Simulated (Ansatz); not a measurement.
A structure relaxed at PBE0-D4/def2-TZVP, charge 0, multiplicity 1:

```xyz
14

O     2.042   -0.043   -1.616
Si    1.376   -1.215   -0.677
N    -0.291   -0.917   -0.313
Si   -0.866    0.443    0.529
O    -1.330    0.218    2.078
O    -2.186    1.095   -0.190
O     0.463    1.413    0.541
H     2.013    0.829   -1.213
H     2.142   -1.334    0.589
H     1.439   -2.470   -1.462
H    -0.965   -1.560   -0.700
H    -2.265    0.318    2.259
H    -2.136    1.247   -1.134
H     0.565    1.975    1.310
```

Task: Give its formula and SMILES.

Result: H7NO4Si2, `O[SiH2]N[Si](O)(O)O`.

Task: Point group (tolerance 0.08 Å, 0.16 Å for H)?

Result: C1.

Task: Summarise the bond lengths by kind.

Result: 4 × O–Si 1.633 to 1.645 Å; 4 × H–O 0.958 to 0.962 Å; 2 × N–Si 1.700 to 1.732 Å; 2 × H–Si 1.482 to 1.485 Å; 1 × H–N 1.008 Å.

All numbers were calculated with Ansatz.
